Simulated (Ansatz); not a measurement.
SiO₃H₂. Total charge 0; singlet. Geometry PBE-D4/def2-TZVP, basis def2-TZVP, Ansatz.

```xyz
6

Si   -0.008    0.162    0.486
O    -0.260    0.534   -1.094
O     0.469   -1.398    0.510
O    -0.174    1.079    1.697
H    -0.548    1.452   -1.238
H     0.521   -1.829   -0.361
```

| run | HOMO (eV) | LUMO (eV) |
| --- | --- | --- |
| A | -7.72 | -1.36 |
| B | -10.84 | 0.64 |
| C | -6.80 | -2.10 |
| D | -10.90 | 0.93 |
| E | -12.34 | 2.06 |
| F | -7.99 | -1.54 |

HSE06 is defined as in plane-wave codes, on full-range PBE exchange. The structure comes from a short search, and lower isomers may exist.

Q: The runs used HF, HSE06, PBE, r2SCANh, ωB97M-V, ωB97X-V. Estimate which is which.

A: A r2SCANh (10 % exact exchange); B ωB97M-V (range-separated); C PBE (0 % exact exchange); D ωB97X-V (range-separated); E HF (100 % exact exchange); F HSE06 (range-separated). Exact exchange lowers occupied and raises empty levels; among semilocal functionals meta-GGAs tend to open the gap a little, and such runs are hard to tell apart. The gap grows from 4.70 eV (PBE) to 14.39 eV (HF).
